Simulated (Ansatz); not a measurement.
Isolated molecules relaxed with PBE0-D4/def2-TZVP in Ansatz; ΔE leaves out vibrations. CCSD(T)/CBS is the MP2 limit (def2-TZVPP, def2-QZVPP) plus CCSD(T) − MP2 in def2-TZVPP, frozen cores. This one scheme is used for every species. DFT in def2-TZVPP. For Ge outer-core shells are correlated without core-valence functions, which leaves a few kJ/mol of doubt a bond. Scalar relativity is left out up to krypton. One conformer a species, not always the lowest.

Consider the ligand exchange at a Ge–C bond: `C[C](=N)[GeH2][OH]` + `SS` → `[OH][GeH2][S]S` + `CC=N`.

| level | ΔE (kcal/mol) |
| --- | --- |
| ωB97M-V | -16.2 |
| MP2/def2-TZVPP | -16.3 |

Problem. What does CCSD(T)/CBS give? (Estimate.)

Solution. Ansatz gave: -15.8 kcal/mol. The listed levels differ from it by -0.4, -0.5 kcal/mol.

Largest T1 diagnostic among the species: 0.012.

In def2-TZVPP, CCSD(T) changes the Hartree–Fock value by +2.4 kcal/mol (the triples alone add −0.0 kcal/mol) and MP2 by +1.6 kcal/mol.
